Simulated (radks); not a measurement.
Spherical quantum dot in the effective-mass picture: electrons in a parabolic well V = omega^2 r^2 / 2 with omega = 0.0723, with a point charge +2 (a donor) at the centre, all in effective atomic units (hartree* = m*/eps^2 hartree, bohr* = eps/m* bohr), one dielectric constant everywhere. Method: non-relativistic Kohn-Sham, PBE, spin-polarised, spherical densities; computed with a radial shooting solver with Libxc functionals. Levels are named by radial order and angular momentum (1s, 1p, 1d, 2s, ...), and open shells are averaged over m. Results are scaled to m* = 0.297 and eps = 17.2, for which hartree* = 27.32 meV and bohr* = 3.065 nm. Each electron was tried in the lowest free levels, single moves between levels near the top were tried too, and the lowest total energy was kept; such a search can miss a lower state. At N = 1 the Hartree and exchange-correlation terms need not cancel, so that row can carry a self-interaction error.

N,open shells,2S,E (meV),mu = E(N) - E(N-1) (meV),addition energy mu(N+1) - mu(N) (meV),e(HOMO) (meV),rms radius (nm)
1,"1s(up 1, down 0)",1,-54.4105,-54.410,29.97,-42.131,2.700
2,none,0,-78.8515,-24.441,28.09,-15.649,3.410
3,"2s(up 1, down 0)",1,-75.2016,3.6499,3.980,5.3145,10.05
4,none,0,-67.5713,7.6303,3.937,9.1971,13.31
5,"1p(up 1, down 0)",1,-56.0042,11.567,2.853,13.066,15.92
6,"1p(up 3, down 0) 2s(up 1, down 0)",4,-41.5845,14.420,2.977,15.782,18.02
7,"1p(up 3, down 0)",3,-24.1876,17.397,3.059,18.647,19.83
8,"1p(up 3, down 1)",2,-3.73204,20.456,2.367,21.643,21.48
9,"1p(up 3, down 2)",1,19.0908,22.823,2.324,23.995,22.93
10,none,0,44.2380,25.147,3.032,26.289,24.23
11,"1d(up 1, down 0)",1,72.4174,28.179,2.091,29.230,25.54
12,"1d(up 2, down 0)",2,102.688,30.271,2.057,31.305,26.72
13,"1d(up 3, down 0)",3,135.016,32.328,2.018,33.343,27.80
14,"1d(up 4, down 0)",4,169.361,34.345,1.977,35.340,28.80
15,"1d(up 5, down 0)",5,205.683,36.323,2.382,37.298,29.73
16,"1d(up 5, down 1)",4,244.388,38.704,1.829,39.621,30.62
17,"1d(up 5, down 2)",3,284.921,40.533,1.814,41.443,31.47
18,"1d(up 5, down 3)",2,327.268,42.347,1.794,43.248,32.26
19,"1d(up 5, down 4)",1,371.409,44.141,1.770,45.030,33.02
20,none,0,417.321,45.911,2.359,46.789,33.74
21,"1f(up 1, down 0)",1,465.592,48.271,1.673,49.110,34.48
22,"1f(up 2, down 0)",2,515.535,49.944,1.657,50.775,35.17
23,"1f(up 3, down 0)",3,567.137,51.601,1.640,52.424,35.84
24,"1f(up 4, down 0)",4,620.378,53.242,1.623,54.056,36.48
25,"1f(up 5, down 0)",5,675.243,54.865,1.606,55.671,37.10
26,"1f(up 6, down 0)",6,731.715,56.471,1.589,57.268,37.70
27,"1f(up 7, down 0)",7,789.775,58.060,1.993,58.849,38.28
28,"1f(up 7, down 1)",6,849.827,60.053,1.518,60.813,38.84
29,"1f(up 7, down 2)",5,911.398,61.570,1.507,62.326,39.39
30,"1f(up 7, down 3)",4,974.475,63.078,1.496,63.828,39.92
31,"1f(up 7, down 4)",3,1039.05,64.574,1.483,65.317,40.44
32,"1f(up 7, down 5)",2,1105.11,66.057,1.471,66.795,40.94
33,"1f(up 7, down 6)",1,1172.63,67.528,1.459,68.259,41.43
34,none,0,1241.62,68.987,0.8184,69.712,41.91
35,"1f(up 7, down 6)",1,1311.43,69.805,2.086,71.173,42.37
36,none,0,1383.32,71.891,1.621,72.607,42.83
37,"2p(up 1, down 0)",1,1456.83,73.512,1.389,74.220,43.28
38,"2p(up 3, down 0) 3s(up 1, down 0)",4,1531.73,74.901,1.484,75.533,43.72
39,"2p(up 3, down 0)",3,1608.11,76.385,1.599,77.064,44.16
40,"2p(up 3, down 0) 1g(up 1, down 0)",4,1686.10,77.984,1.368,78.670,44.59
41,"2p(up 3, down 0) 1g(up 2, down 0)",5,1765.45,79.352,1.359,80.033,45.01
42,"2p(up 3, down 0) 1g(up 3, down 0)",6,1846.16,80.711,1.349,81.387,45.42
43,"2p(up 3, down 0) 1g(up 4, down 0)",7,1928.22,82.060,-,82.732,45.83

All shells are closed at N = 2, 4, 10, 20, 34, 36 (there: 1s2 1p6 1d10 2s2 1f14 3s2); the second difference of the energy has clear peaks (12 % above both neighbours; the first and last values, which can be the largest, are not judged, and half-filled shells can peak too) at N = 10, 15, 20, 27, 35.
